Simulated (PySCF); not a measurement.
C4H4OSe, SMILES [SeH]c1ccoc1.

The structure is a stationary point at PBE-D3(BJ)/def2-SVP. Other conformers were not sampled.

Method: TDA-PBE/def2-SVPD run with PySCF.

Vertical excitations. Gas-phase values at a fixed geometry.

Q: List the lowest excited states. (An estimate is asked for; the answer gives what the named calculation found.)

A: 
```
state  energy (eV)  λ (nm)      f                                           main pairs
-----  -----------  ------  -----  ---------------------------------------------------
S1            4.47     277  0.007                     HOMO→LUMO 83 %, HOMO−1→LUMO 14 %
S2            4.73     262  0.010                                     HOMO→LUMO+1 94 %
S3            5.12     242  0.014                 HOMO−1→LUMO+1 73 %, HOMO−1→LUMO 18 %
S4            5.23     237  0.011                                     HOMO→LUMO+2 95 %
S5            5.58     222  0.007                                   HOMO−1→LUMO+2 94 %
S6            5.75     216  0.041                                     HOMO→LUMO+3 89 %
S7            6.15     201  0.002                                     HOMO→LUMO+4 94 %
S8            6.20     200  0.030                 HOMO−1→LUMO+3 46 %, HOMO−2→LUMO 39 %
S9            6.30     197  0.020               HOMO−2→LUMO+1 74 %, HOMO−1→LUMO+3 14 %
S10           6.32     196  0.135  HOMO−1→LUMO 46 %, HOMO−1→LUMO+1 14 %, HOMO→LUMO 7 %
T1            3.90     318      0                     HOMO→LUMO 58 %, HOMO−1→LUMO 35 %
T2            4.29     289      0   HOMO→LUMO+1 48 %, HOMO→LUMO 24 %, HOMO−1→LUMO 24 %
T3            4.51     275      0   HOMO→LUMO+1 50 %, HOMO−1→LUMO 28 %, HOMO→LUMO 17 %
T4            4.78     259      0                 HOMO−1→LUMO+1 50 %, HOMO→LUMO+2 35 %
```
Triplets are in the Tamm–Dancoff approximation.
